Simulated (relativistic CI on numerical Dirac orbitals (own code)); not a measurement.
# Spin-allowed bands of a d8 ion in a tetrahedral site, by hand

Problem. Take Δ = 3200 cm⁻¹ and B = 640 cm⁻¹ for a d8 ion in a tetrahedral site. Calculate the three spin-allowed bands.

Working.
1. The terms of highest spin are 3F (energy 0) and 3P (15B = 9600 cm⁻¹). Here the F term splits into A2 at +1.2Δ = 3840, T2 at +0.2Δ = 640 and T1 at −0.6Δ = -1920 cm⁻¹.
2. The two T1 states mix through the element 0.4Δ: H = [[-1920, 1280], [1280, 9600]], with roots ½(H₁₁ + H₂₂) ∓ ½√[(H₂₂ − H₁₁)² + 4H₁₂²] = ½(7680) ∓ ½(11801) = -2061 and 9741 cm⁻¹.
3. The ground term is 3T1 at -2061 cm⁻¹.
4. Bands: 3T2 2701 cm⁻¹ (3703 nm), 3A2 5901 cm⁻¹ (1695 nm), 3T1(P) 11801 cm⁻¹ (847 nm).

Check. Exact diagonalisation of the whole d8 shell with these parameters gives 3T2 2701, 3A2 5901, 3T1 11801 cm⁻¹. The match is exact, since without spin-orbit coupling no other term has this spin. The ratio of the second band to the first, 2.185, depends on Δ/B = 5.0 alone, which is how a Tanabe-Sugano diagram is read.
